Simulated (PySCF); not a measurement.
**Polarisability and C₆ of Bi²⁺ (bismuth, charge +2)**

[Xe] 4f14 5d10 6s2 6p1, 2P determinant. Calculation: PySCF 2.14, in aug-cc-pwCVTZ-PP with ECP60MDF; scalar relativity through the core potential. Coupled (time-dependent) response in atomic units; α is the mean over directions.

| method | mean α (bohr³) | α xx, yy, zz | C₆ (like pair) | S(−4) |
| --- | --- | --- | --- | --- |
| UHF | 16.98 | 16.21, 18.50, 16.21 | 127.5 | 72.46 |
| PBE | 16.04 | 14.92, 18.28, 14.92 | 118.9 | 66.76 |
| PBE0 | 16.12 | 15.12, 18.11, 15.12 | 119.8 | 66.08 |

S(−4) is the Cauchy moment in α(ω) = α(0) + S(−4) ω² + …

Spin-orbit coupling is absent.

α(iu) at PBE:

```
u (hartree)  α(iu) (bohr³)
          0          16.04
     0.0500          15.88
      0.100          15.41
      0.200          13.86
      0.300          12.02
      0.500          8.860
      0.750          6.346
       1.00          4.848
       1.50          3.206
       2.00          2.322
       3.00          1.389
       5.00         0.6487
```

For an ion, C₆ is the dispersion term alone; charge-induced terms of lower order in 1/R come first.

The components differ because the open shell of this determinant is not spherical; for a pure term their mean is the scalar polarisability.

Energies and moments cover only the electrons outside the core potential. Spin-orbit coupling, absent here, splits the open shell strongly.
